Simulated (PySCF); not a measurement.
## Spinor energies of Dy (dysprosium, neutral)

Start: [Xe] 4f10 6s2; 4f5/2 filled at m_j = -5/2, -3/2, -1/2, +1/2, +3/2, +5/2; 4f7/2 filled at m_j = +1/2, +3/2, +5/2, +7/2. Calculated with PySCF 2.14 in x2c-TZVPall-2c: generalised Hartree-Fock with the X2C-1e Hamiltonian and a Gaussian nucleus; one run each with spin-orbit coupling (SO) switched off, then screened by Boettger's factors.

```json
{"spinor shell": "1s1/2", "electrons": "2", "ε, spin-free (eV)": "-54059.0", "ε, screened SO (eV)": "-54047.8", "weight of nominal j (screened SO)": "1.000", "rms radius, screened SO (bohr)": "0.0240"}
{"spinor shell": "2s1/2", "electrons": "2", "ε, spin-free (eV)": "-9126.5", "ε, screened SO (eV)": "-9123.0", "weight of nominal j (screened SO)": "1.000", "rms radius, screened SO (bohr)": "0.0971"}
{"spinor shell": "2p1/2", "electrons": "2", "ε, spin-free (eV)": "-8093.6", "ε, screened SO (eV)": "-8659.0", "weight of nominal j (screened SO)": "1.000", "rms radius, screened SO (bohr)": "0.0830"}
{"spinor shell": "3s1/2", "electrons": "2", "ε, spin-free (eV)": "-2083.6", "ε, screened SO (eV)": "-2082.5", "weight of nominal j (screened SO)": "1.000", "rms radius, screened SO (bohr)": "0.250"}
{"spinor shell": "3p1/2", "electrons": "2", "ε, spin-free (eV)": "-1760.2", "ε, screened SO (eV)": "-1880.0", "weight of nominal j (screened SO)": "1.000", "rms radius, screened SO (bohr)": "0.241"}
{"spinor shell": "3p3/2", "electrons": "4", "ε, spin-free (eV)": "-1760.2", "ε, screened SO (eV)": "-1708.6", "weight of nominal j (screened SO)": "1.000", "rms radius, screened SO (bohr)": "0.255"}
{"spinor shell": "3d3/2", "electrons": "4", "ε, spin-free (eV)": "-1342.5", "ε, screened SO (eV)": "-1364.8", "weight of nominal j (screened SO)": "0.999", "rms radius, screened SO (bohr)": "0.228"}
{"spinor shell": "3d5/2", "electrons": "6", "ε, spin-free (eV)": "-1342.5", "ε, screened SO (eV)": "-1326.6", "weight of nominal j (screened SO)": "0.999", "rms radius, screened SO (bohr)": "0.231"}
{"spinor shell": "4s1/2", "electrons": "2", "ε, spin-free (eV)": "-436.53", "ε, screened SO (eV)": "-436.18", "weight of nominal j (screened SO)": "1.000", "rms radius, screened SO (bohr)": "0.564"}
{"spinor shell": "4p1/2", "electrons": "2", "ε, spin-free (eV)": "-327.54", "ε, screened SO (eV)": "-355.67", "weight of nominal j (screened SO)": "0.994", "rms radius, screened SO (bohr)": "0.579"}
{"spinor shell": "4p3/2", "electrons": "4", "ε, spin-free (eV)": "-327.54", "ε, screened SO (eV)": "-315.28", "weight of nominal j (screened SO)": "0.997", "rms radius, screened SO (bohr)": "0.609"}
{"spinor shell": "4d3/2", "electrons": "4", "ε, spin-free (eV)": "-175.95", "ε, screened SO (eV)": "-183.48", "weight of nominal j (screened SO)": "0.889", "rms radius, screened SO (bohr)": "0.655"}
{"spinor shell": "4d5/2", "electrons": "6", "ε, spin-free (eV)": "-175.95", "ε, screened SO (eV)": "-170.65", "weight of nominal j (screened SO)": "0.926", "rms radius, screened SO (bohr)": "0.664"}
{"spinor shell": "5s1/2", "electrons": "2", "ε, spin-free (eV)": "-59.672", "ε, screened SO (eV)": "-59.619", "weight of nominal j (screened SO)": "1.000", "rms radius, screened SO (bohr)": "1.41"}
{"spinor shell": "5p1/2", "electrons": "2", "ε, spin-free (eV)": "-31.502", "ε, screened SO (eV)": "-35.388", "weight of nominal j (screened SO)": "0.977", "rms radius, screened SO (bohr)": "1.59"}
{"spinor shell": "5p3/2", "electrons": "4", "ε, spin-free (eV)": "-31.502", "ε, screened SO (eV)": "-29.832", "weight of nominal j (screened SO)": "0.989", "rms radius, screened SO (bohr)": "1.72"}
{"spinor shell": "4f5/2", "electrons": "6", "ε, spin-free (eV)": "-13.851", "ε, screened SO (eV)": "-13.980", "weight of nominal j (screened SO)": "0.718", "rms radius, screened SO (bohr)": "0.946"}
{"spinor shell": "4f7/2", "electrons": "4", "ε, spin-free (eV)": "-13.851", "ε, screened SO (eV)": "-13.532", "weight of nominal j (screened SO)": "0.714", "rms radius, screened SO (bohr)": "0.953"}
{"spinor shell": "6s1/2", "electrons": "2", "ε, spin-free (eV)": "-5.093", "ε, screened SO (eV)": "-5.095", "weight of nominal j (screened SO)": "1.000", "rms radius, screened SO (bohr)": "4.74"}
```

(1) Where does 2p3/2 lie, and what is the 2p spin-orbit splitting (screened SO)?

```tsv
quantity	spin-free	screened SO
E (hartree)	-12148.51430	-12157.48246
M_J	8	8
⟨J²⟩	72.010	72.010
⟨L²⟩	42.002	42.747
⟨S²⟩	6.007	5.901
```

Each row is a mean over spinors that exchange with the open shell spreads, by up to 14.765 eV (4d5/2).

Rows whose weight is well below 1 are mixtures of j = l ± 1/2: exchange outweighs spin-orbit coupling there, and the label is only the starting occupation.

Breit and QED terms are absent; they matter most for the inner s and p1/2 levels.

Densities and radii are taken from the X2C orbitals without a picture-change correction, which distorts them close to the nucleus.

Without spin-orbit coupling the j labels of p, d and f shells carry no meaning; the spin-free column gives the mean over the occupied spinors of each nl shell.

Results:

(1) At -7853.9 eV, 805.11 eV above 2p1/2.
